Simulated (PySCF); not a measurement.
**Correlation energy of Kr⁺ (krypton, charge +1)**

[Ar] 3d10 4s2 4p5, 2P determinant. Computed with PySCF 2.14 in aug-cc-pVDZ-PP with ECP10MDF, with a scalar-relativistic core potential. Frozen: 3s2 3p6 3d10; 7 electrons correlated.

MP2 pair energies summed by pair of shells (mhartree):

```tsv
pair	energy	share (%)
4p-4p	-66.60	68.7
4s-4p	-25.07	25.8
4s-4s	-5.32	5.5
```

Total MP2 correlation energy: -96.99 mhartree.

Same-spin part -24.72 and opposite-spin part -72.27 mhartree; SCS-MP2 scales them by 1/3 and 6/5 to -94.97 mhartree.

```csv
level,correlation energy (mhartree)
CCSD,-111.23
(T),-1.32
CCSD(T),-112.55
```

Diagnostics: T1 = 0.0056, D1 = 0.0172, largest double amplitude 0.041.

Cost of the coupled-cluster step: 0.23 s of wall time on 1 thread of Neoverse-V1 (shared host), for 7 correlated electrons.

Iterations:

```
CC2 = 0
CCSD nocc = (np.int64(4), np.int64(3)), nmo = (23, 23)
frozen orbitals [[0, 1, 2, 3, 4, 5, 6, 7, 8], [0, 1, 2, 3, 4, 5, 6, 7, 8]]
max_cycle = 100
direct = 0
conv_tol = 1e-08
conv_tol_normt = 1e-06
diis_space = 8
diis_start_cycle = 0
Init t2, MP2 energy = -0.0969901843637984
Init E_corr(UCCSD) = -0.0969901843690125
cycle = 1  E_corr(UCCSD) = -0.108428696634117  dE = -0.0114385123  norm(t1,t2) = 0.0302393
cycle = 2  E_corr(UCCSD) = -0.110435106162726  dE = -0.00200640953  norm(t1,t2) = 0.00904629
cycle = 3  E_corr(UCCSD) = -0.111250381895709  dE = -0.000815275733  norm(t1,t2) = 0.00337059
cycle = 4  E_corr(UCCSD) = -0.111233050191569  dE = 1.73317041e-05  norm(t1,t2) = 0.000372767
cycle = 5  E_corr(UCCSD) = -0.111234350692885  dE = -1.30050132e-06  norm(t1,t2) = 9.60976e-05
cycle = 6  E_corr(UCCSD) = -0.111234718465378  dE = -3.67772492e-07  norm(t1,t2) = 2.47638e-05
cycle = 7  E_corr(UCCSD) = -0.111234590739294  dE = 1.27726083e-07  norm(t1,t2) = 6.09882e-06
cycle = 8  E_corr(UCCSD) = -0.111234604990444  dE = -1.42511493e-08  norm(t1,t2) = 1.14196e-06
cycle = 9  E_corr(UCCSD) = -0.111234601336617  dE = 3.65382631e-09  norm(t1,t2) = 1.73329e-07
UCCSD converged
E(UCCSD) = -461.8082503759276  E_corr = -0.1112346013366175
UCCSD(T) correction = -0.00132439465065624
```
